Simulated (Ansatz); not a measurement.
silene (SMILES C=[SiH2]) moved off its minimum; all values from Ansatz (an electronic-structure program), cores frozen in correlated methods.
(charge 0, multiplicity 1)
```xyz
6

C     -1.1447     0.0858    -0.0208
Si     0.4720     0.0201     0.0517
H     -1.7973     1.0205    -0.1084
H     -1.7042    -1.0394     0.0323
H      1.3181    -1.3036     0.2083
H      1.3558     1.1463    -0.0284
```

Problem. Give the forces (eV/Å), the total energy and the dipole at CCSD(T)/aug-cc-pV(T+d)Z.

Solution. 
```tsv
atom	Fx	Fy	Fz
C1	-6.030	-1.823	-0.118
Si2	4.417	-1.878	0.344
H3	0.879	-1.664	0.115
H4	1.275	3.427	-0.146
H5	-0.985	1.165	-0.168
H6	0.444	0.773	-0.027
```
Energy -329.4082 hartree, dipole 0.58 D.
